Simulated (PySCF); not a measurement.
## Oscillator strengths, rates and cross-sections

Species: C₄H₁₁AlO.
SMILES: `C1CC[O+](C1)[AlH3-]`

The calculation used TDDFT wB97X-D/def2-SVPD, vertical, gas phase, core orbitals frozen in the response (PySCF). Isolated species at its PBE0-D3(BJ)/def2-SVP geometry (one conformer only).

Computed singlets with f of 0.002 or more:

| state | ν̃ (cm⁻¹) | f |
| --- | --- | --- |
| S1 | 53250 | 0.012 |
| S2 | 54710 | 0.0075 |
| S3 | 58940 | 0.124 |
| S4 | 60430 | 0.099 |
| S5 | 61470 | 0.010 |
| S6 | 65810 | 0.050 |
| S7 | 67060 | 0.188 |
| S8 | 67310 | 0.048 |
| S9 | 67900 | 0.168 |
| S10 | 68210 | 0.062 |

Question: Give A, τ, |μ| and ∫σ dE for each state.

Answer: For one non-degenerate pair of states in vacuum, A = 0.6670 f ν̃² s⁻¹ with ν̃ in cm⁻¹, τ = 1/A, |μ|² = 3f / (2ΔE) in atomic units, and the integrated cross-section is ∫σ dE = 109.76 f Mb·eV.

| state | A (s⁻¹) | τ | \|μ\| (D) | ∫σ dE (Mb·eV) |
| --- | --- | --- | --- | --- |
| S1 | 2.3×10⁷ | 44 ns | 0.70 | 1.3 |
| S2 | 1.5×10⁷ | 67 ns | 0.54 | 0.82 |
| S3 | 2.9×10⁸ | 3.5 ns | 2.12 | 14 |
| S4 | 2.4×10⁸ | 4.1 ns | 1.87 | 11 |
| S5 | 2.5×10⁷ | 39 ns | 0.59 | 1.1 |
| S6 | 1.4×10⁸ | 6.9 ns | 1.27 | 5.5 |
| S7 | 5.6×10⁸ | 1.8 ns | 2.44 | 21 |
| S8 | 1.5×10⁸ | 6.9 ns | 1.23 | 5.3 |
| S9 | 5.2×10⁸ | 1.9 ns | 2.30 | 18 |
| S10 | 1.9×10⁸ | 5.2 ns | 1.39 | 6.8 |

Leading configurations: S1 H→L+1 (49%); S2 H-1→L+1 (50%); S3 H→L (52%); S4 H-1→L (50%); S5 H→L+6 (41%); S6 H→L+5 (24%); S7 H→L+4 (22%); S8 H-1→L+6 (42%); S9 H-2→L (22%); S10 H-2→L (25%) (H = HOMO, L = LUMO).

These lifetimes count emission to the ground state at the vertical energy alone; relaxation of the geometry and all other decay channels are left out.

Question: How much energy does a mole of photons resonant with S7 carry?

Answer: 8.314 eV × 96.485 = 802 kJ/mol (192 kcal/mol).

Question: What is the integrated cross-section of all computed states together?

Answer: Σf = 0.770 over S1 to S10, so 109.76 × Σf ≈ 84.6 Mb·eV.

Question: Suppose S1 emitted 0.3 eV lower with the same transition dipole. How would A change?

Answer: At fixed |μ|, A goes as the cube of the energy: (6.30/6.60)³ = 0.87, which makes τ about 50 ns.

All these states lie below the vertical ionisation energy of 9.57 eV (ΔSCF).
